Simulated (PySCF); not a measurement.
CF3GeNO. Atoms are numbered in the order given.

```xyz
7

O     -0.0764     3.4458     0.0000
C      0.1656     2.3080     0.0000
N      0.4892     1.1413     0.0000
Ge     0.0070    -0.5667     0.0000
F     -1.6967    -0.7447     0.0000
F      0.6244    -1.3648    -1.3798
F      0.6244    -1.3648     1.3798
```
Charge 0, spin multiplicity 1.

Coordinates come from a B3LYP-D3(BJ)/def2-SVP optimisation. This is a generated structure with no PubChem entry under its InChIKey; it may be hypothetical. Other conformers were not sampled.

Calculation: PySCF with KT2/pcSseg-1.

GIAO shieldings, no solvent; atoms alike by connectivity are averaged. δ = σ(ref) − σ: ¹⁷O against H2O (σ = 330.4 ppm); ¹³C against TMS (σ = 185.1 ppm); ¹⁵N against NH3 (σ = 266.2 ppm); ⁷³Ge against GeH4 (σ = 1669.3 ppm); ¹⁹F against CFCl3 (σ = 127.1 ppm), references at their B3LYP-D3(BJ)/def2-TZVP geometries, non-relativistic.

```json
[
 {"nucleus": "¹⁷O", "atoms": "O1", "count": "1", "δ (ppm)": "150.7"},
 {"nucleus": "¹³C", "atoms": "C2", "count": "1", "δ (ppm)": "121.2"},
 {"nucleus": "¹⁵N", "atoms": "N3", "count": "1", "δ (ppm)": "43.5"},
 {"nucleus": "⁷³Ge", "atoms": "Ge4", "count": "1", "δ (ppm)": "214.0"},
 {"nucleus": "¹⁹F", "atoms": "F5, F6, F7", "count": "3", "δ (ppm)": "-169.7"}
]
```
